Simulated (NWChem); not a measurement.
Molecule: C₂H₅FOSi; SMILES F/C=C/O[SiH3]

```xyz
10

F      0.2748     2.8769    -0.0425
C     -0.4094     1.7344    -0.0889
C      0.1866     0.5691     0.1633
O     -0.5049    -0.5931     0.1575
Si     0.1518    -2.1198    -0.0721
H     -1.4681     1.8442    -0.3369
H      1.2563     0.5419     0.4113
H     -0.9270    -3.0790     0.2759
H      1.3345    -2.2926     0.8252
H      0.5829    -2.3055    -1.4896
```
Atoms are numbered in this order, from 1.

All runs: NWChem. All runs use the structure optimised with PBE0/def2-SVP. Hybrids' shares of exact exchange are those that their runs print; pure functionals count as 0. The functionals differ in more than this share.

```
row              share of exact exchange  highest occupied level (eV)
---------------  -----------------------  ---------------------------
PBE/def2-TZVP                       0.00                        -5.48
BLYP/def2-TZVP                      0.00                        -5.36
TPSSh/def2-TZVP                     0.10                        -6.01
B3LYP/def2-TZVP                     0.20                        -6.53
PBE0/def2-TZVP                      0.25                     withheld
```

**Question.** Fit a straight line of the last column on the one before it, predict the withheld value, and compare with the run.

**Answer.** 
1. Means of the 4 shown rows: x = 0.075, y = -5.845. Slope Σ(x − x̄)(y − ȳ)/Σ(x − x̄)² = -0.1535/0.02750 = -5.582; intercept -5.426.
2. The shown rows scatter about the line by 0.045 (root mean square); the largest residual is +0.07, at BLYP/def2-TZVP.
3. At x = 0.25 (PBE0/def2-TZVP; beyond the shown range) the line gives -6.82.
4. The run gives -6.73, +0.09 from the line, 2.0 times the scatter.
